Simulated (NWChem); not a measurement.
## Atomisation of C4H4Si

```
Si
H 1 1.4897
H 1 1.4897 2 109.63
C 1 1.8336 2 109.26 3 -119.71
C 4 1.2165 2 148.54 1 -179.06
H 5 1.0760 2 158.21 1 -179.53
C 1 1.8336 2 109.26 3 119.71
C 7 1.2165 2 148.54 1 179.06
H 8 1.0760 2 158.21 1 179.53
```
Charge 0, spin multiplicity 1.

Everything below was run with NWChem. Structure: optimised with PBE0/def2-SVP, a minimum by its harmonic frequencies. It is one conformer; others weren't searched.

Basis set: def2-TZVP. The atomisation energy is electronic alone: no zero-point, thermal, spin-orbit or counterpoise terms. No value is extrapolated to the basis-set limit. Free atoms are single determinants with multiplicities Si 3, C 3, H 2.

B3LYP has NWChem's definition, with VWN1-RPA local correlation. The structure started from a generated list of species. No SCF solution was tested for a lower state. Open-shell Hartree-Fock references start from PBE0 orbitals.

Q: Order these methods by the atomisation energy they give, lowest first: HF, PBE0, B3LYP, PBE, M06-2X, BP86.

A: HF (672.7 kcal/mol), B3LYP (912.3 kcal/mol), PBE0 (919.3 kcal/mol), M06-2X (920.7 kcal/mol), PBE (940.0 kcal/mol), BP86 (942.8 kcal/mol)
